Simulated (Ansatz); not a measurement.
Reaction (ligand exchange at the Sb–C bond): `[CH3][SbH2]` + HCl → `[Cl][SbH2]` + CH₄

Program: Ansatz. Geometries: PBE0-D4/def2-TZVP. ΔE: electronic, gas phase. CCSD(T)/CBS is the MP2 limit (def2-TZVPP, def2-QZVPP) plus CCSD(T) − MP2 in def2-TZVPP, frozen cores. This one scheme is used for every species. Functionals use def2-TZVPP. def2 core potentials past Kr. For Sb outer-core shells are correlated without core-valence functions, which leaves a few kJ/mol of doubt a bond.

| level | ΔE (kJ/mol) | difference from CCSD(T)/CBS |
| --- | --- | --- |
| LDA (SPW92) | -85.6 | 3.0 |
| BLYP-D4 | -99.3 | -10.7 |
| B97M-V | -103.7 | -15.1 |
| ωB97M-V | -92.9 | -4.3 |
| PBE-QIDH | -88.4 | 0.2 |
| r2SCAN | -96.7 | -8.1 |
| r2SCANh | -96.1 | -7.5 |
| CAM-B3LYP | -97.0 | -8.4 |
| MP2/def2-TZVPP | -81.3 | 7.3 |
| SCS-MP2/def2-QZVPP | -90.1 | -1.5 |
| CCSD(T)/CBS | -88.6 | 0 |

Largest T1 diagnostic among the species: 0.013.

Leaving LDA and LC-ωPBE aside and taking each functional with its dispersion term where it has one, the values spread over 15.3 kJ/mol, from B97M-V to PBE-QIDH. LDA lies +9.0 kJ/mol from PBE without D4. At CCSD(T), def2-SVP lies +5.0 kJ/mol from the extrapolated value and def2-TZVPP +8.2 kJ/mol.
